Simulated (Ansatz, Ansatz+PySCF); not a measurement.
```xyz
3

H     0.0000    0.0000   -1.2721
Be    0.0000    0.0000    0.0000
H     0.0000    0.0000    1.2721
```

Basis set: 6-31G (spherical functions). All electrons are correlated. Charge 0, multiplicity 1.

Computed with Ansatz (development build ahead of 0.2.0); each method stands on the lowest determinant of its kind that the runs found. Restricted open shells among the atoms or ions are ROHF, correlated in semicanonical orbitals with singles. Restricted functionals stand beside restricted open-shell atoms, which can lie above the unrestricted atoms usual in DFT and then raise those values.

(1) Give the atomization energy at this shape (free ground-state atoms in the same class of orbitals less the molecule, no zero-point energy) of singlet BeH2 by PBE0 (restricted), RHF-CCSD(T), RHF-MP2, UHF-MP2.

## Answers

(1)

```json
{"method": "PBE0 (restricted)", "atomization energy": "6.29 eV"}
{"method": "RHF-CCSD(T)", "atomization energy": "5.08 eV"}
{"method": "RHF-MP2", "atomization energy": "5.39 eV"}
{"method": "UHF-MP2", "atomization energy": "5.49 eV"}
```

This basis has no polarisation functions and is too small for such energies, which can lie far from measured ones in either direction.
